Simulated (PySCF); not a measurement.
## Steps of a relaxation of Yb(SH)3

Yb(SH)3 (singlet in the valence; each metal's 4f electrons, 13 of them, lie in its core potential, out of spins and levels). PySCF 2.14.0, RKS PBE0, Yb lcecp-1-SVP with ECP59, S def2-SVP, H def2-SVP; non-relativistic Hamiltonian with scalar-relativistic core potentials where named; density fitting; no spin-orbit coupling. Origin of the start: displaced along the imaginary mode. Columns: position (Å) and force (eV/Å). Energies are counted from the last step; some of the 24 steps are shown. Forces carry noise of the integration grid, about 0.01 to 0.03 eV/Å.

Run from Python with OMP_NUM_THREADS=2. Where DIIS fails, smearing, a level shift and second-order steps follow.
It took 110 s on 2 threads of Intel(R) Xeon(R) Platinum 8375C CPU @ 2.90GHz (Ice Lake) (shared host), from the converged density of the start.

```xyz
7
step 0  E = 0.438 eV
Yb    0.0000    0.0000   -0.2602     0.01    0.00    0.03
S     2.4462   -0.0070    0.4169    -0.12    0.05    0.57
H     2.1775    0.2500    1.7429     0.11   -0.04   -0.58
S    -1.2170    2.1220    0.4169     0.01   -0.13    0.57
H    -1.3052    1.7608    1.7429    -0.02    0.12   -0.58
S    -1.2292   -2.1150    0.4169     0.10    0.08    0.57
H    -0.8722   -2.0107    1.7429    -0.09   -0.07   -0.58
```

```xyz
7
step 8  E = 0.116 eV
Yb    0.0000    0.0000    0.0092     0.00    0.01    0.07
S     2.3967   -0.4206    0.6728     0.02    0.53    0.35
H     2.3919    0.7569    1.3972     0.02   -0.53   -0.37
S    -0.8341    2.2859    0.6728    -0.47   -0.25    0.35
H    -1.8515    1.6930    1.3972     0.45    0.28   -0.37
S    -1.5626   -1.8653    0.6728     0.45   -0.29    0.35
H    -0.5404   -2.4499    1.3972    -0.47    0.24   -0.37
```

```xyz
7
step 15  E = 0.021 eV
Yb    0.0000    0.0000    0.4855     0.00    0.00    0.09
S     2.4893   -0.4103    0.7703    -0.07    0.00    0.00
H     2.7901    0.8576    1.1409    -0.02    0.01   -0.03
S    -0.8893    2.3609    0.7703     0.03   -0.06    0.00
H    -2.1377    1.9875    1.1409     0.01   -0.02   -0.03
S    -1.6000   -1.9506    0.7703     0.03    0.06    0.00
H    -0.6524   -2.8451    1.1409     0.02    0.02   -0.03
```

**Question.** Where does the relaxation end?

**Answer.** It converges at step 23 in C3, nearly C3h:
```xyz
7
step 23  E = 0
Yb    0.0000    0.0000    0.8608
S     2.4950   -0.4331    0.8714
H     2.8138    0.8837    0.9147
S    -0.8724    2.3773    0.8714
H    -2.1722    1.9950    0.9147
S    -1.6226   -1.9442    0.8714
H    -0.6416   -2.8787    0.9147
```

**Question.** How did the contacts change?

**Answer.** 
```csv
contact,start (Å),end (Å)
Yb1–S2 (SH),2.538,2.532
Yb1–S4 (SH),2.538,2.532
Yb1–S6 (SH),2.538,2.532
```


An lcecp potential fixes the number of 4f electrons, so in runs with it no electron can move into or out of that shell.
